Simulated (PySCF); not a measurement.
GeH5NZn. Atoms are numbered in the order given.

```xyz
8

Zn    -0.0522     0.7658    -0.5034
N      0.0177     2.3252    -1.4663
H     -0.5470     3.1156    -1.1578
H     -0.0582     2.2762    -2.4816
Ge     0.0561    -1.2329     0.8011
H      1.0217    -2.2807     0.1940
H      0.5489    -0.9728     2.2460
H     -1.3179    -1.9348     0.9311
```
Charge 0, spin multiplicity 1.

Coordinates come from a B3LYP-D3(BJ)/def2-SVP optimisation. The structure was generated by enumeration; whether it is a known compound was not checked. One conformer was computed; it need not be the lowest.

Calculation: PySCF with HF/pcSseg-1.

GIAO shieldings, no solvent; atoms alike by connectivity are averaged. δ = σ(ref) − σ: ¹⁵N against NH3 (σ = 267.3 ppm); ¹H against TMS (σ = 31.99 ppm); ⁷³Ge against GeH4 (σ = 1776.1 ppm), references at their B3LYP-D3(BJ)/def2-TZVP geometries, non-relativistic.

```
nucleus       atoms  count  δ (ppm)
-------  ----------  -----  -------
¹⁵N              N2      1    -16.8
¹H       H6, H7, H8      3     3.21
¹H           H3, H4      2    -0.33
⁷³Ge            Ge5      1    -98.6
```
